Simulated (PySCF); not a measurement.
Atom-mapped SMILES (the numbers label the heavy atoms): `[CH:1]#[C:2][c:3]1[cH:4][cH:5][c:6]([NH:7][SiH3:8])[cH:9][cH:10]1`. Hydrogens are named by the atom that carries them.

Theoretical values (PySCF 2.14): coordinates at the GFN2-xTB level, σ from GIAO-PBE0/pcSseg-1. Isolated molecule, a single conformation, non-relativistic, fast rotation and ring inversion assumed for equivalent nuclei.

Scale: ¹³C (186.93 ppm), ¹H (31.72 ppm), ²⁹Si (349.16 ppm) against TMS; ¹⁵N (267.73 ppm) against NH3 (reference shieldings calculated alike).

```
       atoms  nucleus  count  Hirshfeld charge  δ (ppm)
          C1      ¹³C      1             -0.12        ?
       C5/C9      ¹³C      2             -0.07    118.1
         Si8     ²⁹Si      1              0.36        ?
       H(C1)       ¹H      1              0.09     2.66
H(C4)/H(C10)       ¹H      2              0.06     7.74
          N7      ¹⁵N      1             -0.21     68.6
 H(C5)/H(C9)       ¹H      2              0.05        ?
          C2      ¹³C      1             -0.05        ?
       H(N7)       ¹H      1              0.13     3.24
          C6      ¹³C      1              0.06    152.4
      C4/C10      ¹³C      2             -0.04    141.2
          C3      ¹³C      1             -0.01    115.7
      H(Si8)       ¹H      3             -0.08     4.81
```

Task: Estimate the values marked ?.

Result: 
- C2: 89.5 ppm, alkyne carbon; sp carbons lie upfield of alkene carbons because the cylindrical π system leaves one tensor component strongly shielded
- C1: 84.4 ppm, terminal alkyne carbon; the triple bond shields along its axis, which puts it between sp3 and sp2 carbons
- H(C5)/H(C9): 6.72 ppm, hydrogen on an aromatic CH; ortho or para to a lone-pair donor, hence upfield of benzene
- Si8: -65.3 ppm, silicon bonded to N, 3 H

The OH or NH signal is concentration- and solvent-dependent in practice; the value given is the gas-phase one. Shifts are as computed. Against solution values, carbons near 30 ppm lie about +3 ppm off and those near 130 ppm about +5 ppm. Of 1309 compounds with measured shifts, 239 miss one by over three times the rms of a fit or turn the order of signals round; such compounds aren't used in these exercises. Experimental scales use liquid or dissolved standards, which lie at an offset from isolated NH3 (liquid NH3: subtract about 20 ppm).
